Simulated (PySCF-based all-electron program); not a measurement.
# Force along the bond of SbN, singlet

Calculated with an in-house all-electron program built on PySCF, in large uncontracted Gaussian sets near the basis limit; Koelling–Harmon scalar relativity, no spin–orbit coupling, spin-restricted. Forces are good to about 0.002 eV/Å. In part, the state lies near an instability. A positive force pushes the atoms apart.

```tsv
r (Å)	PBE (eV/Å)
1.468	35.900
1.5597	20.840
1.6515	?
1.835	-0.140
2.0185	-4.459
```

(1) What does PBE give at the lengths left open?

(2) Fit a Morse curve to the forces within 0.84 to 1.25 of the listed length with the smallest force. Where does the force vanish, what is the force constant, and what harmonic wavenumber follows with standard atomic masses?

Results:

(1) 1.6515 Å: 10.772 eV/Å.

(2) PBE: 1.831 Å, 38 eV/Å², about 910 cm⁻¹. The points are far apart, so these are estimates.
